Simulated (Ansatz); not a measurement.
A run of Ansatz (development build ahead of 0.2.0) on singlet TiCl4 at this shape:

```csv
atom,x (Å),y (Å),z (Å)
Ti,-0.0046,0.0309,-0.0390
Cl,1.2073,1.2625,1.2724
Cl,1.2276,-1.1979,-1.2345
Cl,-1.2497,1.2923,-1.2561
Cl,-1.2453,-1.2822,1.2117
```

Its results:

```json
{"Converged": "yes", "Total energy": "-2686.68048 hartree", "Spin squared of the determinant": "0.000"}
```

Q: Which input gives this output? Name the method, the orbitals and the basis set, and write the input.

A: RHF in cc-pVDZ. An unrestricted run that stays on the closed shell gives the same numbers.

```yaml
crystal:
  periodic: [false, false, false]
  atoms:
    - { symbol: Ti, position_ang: [-0.00465, 0.03095, -0.039] }
    - { symbol: Cl, position_ang: [1.20726, 1.26253, 1.27243] }
    - { symbol: Cl, position_ang: [1.22761, -1.19786, -1.23447] }
    - { symbol: Cl, position_ang: [-1.24973, 1.2923, -1.25606] }
    - { symbol: Cl, position_ang: [-1.24533, -1.28216, 1.2117] }
basis:
  gaussian: { orbitals: cc-pVDZ }
hamiltonian:
  xc: hf
```

Caution: no unrestricted run beside it, a lower state can exist; other spin multiplicities were not run.
